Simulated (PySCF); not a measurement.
# MP for M along group 15

PBE0 with triple-zeta basis sets in PySCF, for the lowest determinant that a PBE0 search found; no spin–orbit coupling. De refers to high-spin ground-configuration atoms. A positive dipole means M(−)P(+).

```
 M         basis  state (unpaired electrons)  Re (Å)  ωe (cm⁻¹)  De (eV)  μ (D)
 N    def2-TZVPP      singlet (closed shell)   1.479       1428     5.98   2.84
 P    def2-TZVPP      singlet (closed shell)   1.882        833     4.83    n/a
Sb  x2c-TZVPPall      singlet (closed shell)   2.183        547     3.45  -1.53
Bi    def2-TZVPP      singlet (closed shell)   2.260        493     3.03  -2.15
```

By what factor does the well depth vary along the series?

At PBE0 it runs from 3.03 eV (BiP) to 5.98 eV (PN), a factor of 1.97.

The rows differ in basis set, which adds steps of its own.

Relativity is treated differently too: N no relativity; P no relativity; Sb spin-free X2C; Bi scalar-relativistic core potentials.

Down a group bonds as a rule get longer and wavenumbers fall, partly through the reduced mass; this series shows no clear exception.

These are scalar-relativistic numbers at best; spin–orbit coupling would shift them, the dissociation energy most.
